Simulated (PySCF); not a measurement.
C3H10NO2Si: g tensor and hyperfine couplings

Compound: C3H10NO2Si (doublet state).
Structure used (GFN2-xTB), in Å, numbered top down from 1:
```
atom  x, y, z in Å
C1    -1.802    1.297    0.400
C2    -0.782    0.161    0.465
C3    -1.215   -1.032   -0.377
O4     0.448    0.660    0.019
Si5    1.891   -0.085    0.098
N6     1.808   -1.758   -0.096
O7     2.867    0.780   -0.874
H8    -2.768    0.951    0.756
H9    -1.473    2.130    1.015
H10   -1.901    1.641   -0.627
H11   -0.670   -0.163    1.510
H12   -1.381   -0.722   -1.406
H13   -0.414   -1.773   -0.364
H14   -2.126   -1.470    0.020
H15    2.405    0.048    1.481
H16    2.524   -2.293   -0.560
H17    2.580    1.639   -1.173
```

The hyperfine couplings belong to this conformer and change with its torsions.

The species is `CC(C)O[Si@@H]([NH])O` [radical].

Theory: PySCF 2.14.0, UKS B3LYP, pcH-1 on C H N O Si, non-relativistic, mean-field spin-orbit, GIAO. One conformer (not necessarily the lowest) at the GFN2-xTB geometry, without solvent, vibrations or thermal averaging. The geometry wasn't refined by DFT: couplings that depend on bond lengths, twists or pyramidal angles can differ widely from those at the functional's own minimum. Stability of the SCF solution: not tested.

- g1, g2, g3: 2.00225, 2.00349, 2.00991
- g_iso: 2.00522
- Form of g: rhombic: the two nearest values differ by 16 % of g3 − g1
- ⟨S²⟩: 0.7533 (exact 0.7500)
- α and β electrons: 33, 32
- Total energy: -615.10931 Eh
- Basis functions: 285

Isotropic coupling and dipolar principal values T1 to T3, in MHz:

```csv
atom,isotope,a_iso,of which spin–orbit,T1,T2,T3,Mulliken spin population
C1,13C,3.3,0.0,-0.5,-0.4,0.9,0.00
C2,13C,-1.2,0.0,-0.7,-0.5,1.2,0.00
C3,13C,3.5,0.0,-2.0,-1.6,3.6,0.01
O4,17O,-2.2,0.0,-5.7,2.6,3.1,0.01
Si5,29Si,46.7,-0.1,-3.5,-0.1,3.6,-0.02
N6,14N,28.5,0.2,-41.5,-40.8,82.4,0.96
O7,17O,1.9,0.0,-1.9,0.4,1.5,0.00
H8,1H,0.1,0.0,-0.6,-0.5,1.1,0.00
H9,1H,0.0,0.0,-0.7,-0.5,1.2,0.00
H10,1H,-0.2,0.0,-0.7,-0.6,1.3,0.00
H11,1H,0.3,0.0,-1.9,-1.5,3.4,0.00
H12,1H,-0.9,0.0,-2.0,-1.4,3.5,0.00
H13,1H,6.6,0.0,-7.7,-6.7,14.3,-0.01
H14,1H,2.3,0.0,-1.7,-1.0,2.7,0.00
H15,1H,125.2,0.0,-5.4,-0.2,5.6,0.07
H16,1H,-56.5,0.2,-51.7,-8.5,60.3,-0.03
H17,1H,-1.6,0.0,-1.7,-1.5,3.2,0.00
```

Largest spin populations (Mulliken): N6 (+0.96) and H15 (+0.07). N6 is the only atom above +0.15.

Under fast tumbling the dipolar parts average out, and these isotropic splittings remain: 1 × 1H (H15, I = 1/2, 2 lines) with 4.46 mT, 1 × 1H (H16, I = 1/2, 2 lines) with 2.01 mT, 1 × 14N (N6, I = 1, 3 lines) with 1.01 mT, 3 × 1H (H12/H13/H14, I = 1/2, 4 lines) with 0.09 mT and 1 × 1H (H17, I = 1/2, 2 lines) with 0.06 mT.

Means are taken over nuclei equivalent by connectivity, which assumes that they swap fast. The three 1H nuclei of mean +2.6 MHz run from -0.9 to 6.6 MHz in the frozen geometry.

The 29Si coupling of Si5 (46.7 MHz) shows only in satellite lines or after enrichment, since that isotope makes up about 4.7 % of natural silicon.
